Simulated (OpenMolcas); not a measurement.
Pr3+ among 4 point charges of -2 e arranged as a tetrahedron (Td).

* Program: OpenMolcas
* Method: CASSCF
* Basis: ANO-RCC-VDZP [7s6p4d2f1g]
* Scalar Hamiltonian: DKH2, point nucleus
* Active space: 2 electrons in 7 orbitals (4f)
* State averaging: 2S+1 = 3 even, 21 roots; 2S+1 = 1 even, 27 roots kept (CI in the orbitals of an earlier block)
* Spin-orbit coupling: RASSI with atomic mean-field integrals over the reference wave functions

All point charges move together. At R = 2.45 Å the width of the lowest J multiplet is 298 cm-1, and at R = 2.55 Å it is 242 cm-1.

**Question.** A third run gives 127 cm-1. What distance was it run at?

**Answer.** With a power law R^-n the two known points give n = -ln(242 / 298) / ln(2.55 / 2.45) = 5.20. Then R = 2.45 × (298 / 127)^(1/5.20) = 2.887 Å. The run was at 2.89 Å, so the estimate is off by -0.003 Å.

This is an electrostatic model: the charges have no orbitals. No measured value stands beside these numbers.
